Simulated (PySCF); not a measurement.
**How methods differ on the excitation energy of Si⁺**

Si⁺ [Ne] 3s2 3p1 (2P) → Si⁺ [Ne] 3s1 3p2 (4P), as a difference of total energies. All numbers are calculated (PySCF 2.14, the spin-free X2C one-electron Hamiltonian (Gaussian nucleus), in x2c-TZVPPall (5s5p3d1f, 42 functions)). Correlated levels: valence: [Ne] frozen; valence and next inner shell: 1s2 frozen. The calculations carry no spin-orbit coupling.

```tsv
method	excitation energy (cm⁻¹)	error (cm⁻¹)
UHF	31780	-11030
LDA	43613	+802
PBE	42674	-137
PBE0	41388	-1422
r2SCAN	37984	-4826
M06	45349	+2538
B2PLYP	43486	+675
BHandHLYP	43995	+1185
BLYP	45700	+2889
ROHF	30770	-12041
MP2 (valence)	38615	-4196
SCS-MP2 (valence)	41347	-1464
MP2 (valence and next inner shell)	40069	-2742
SCS-MP2 (valence and next inner shell)	42467	-344
```

Reference: 42811 cm⁻¹ (measured; NIST levels, between the centres of gravity of the two terms).

Errors of the correlated levels include the incompleteness of this basis and the frozen core.
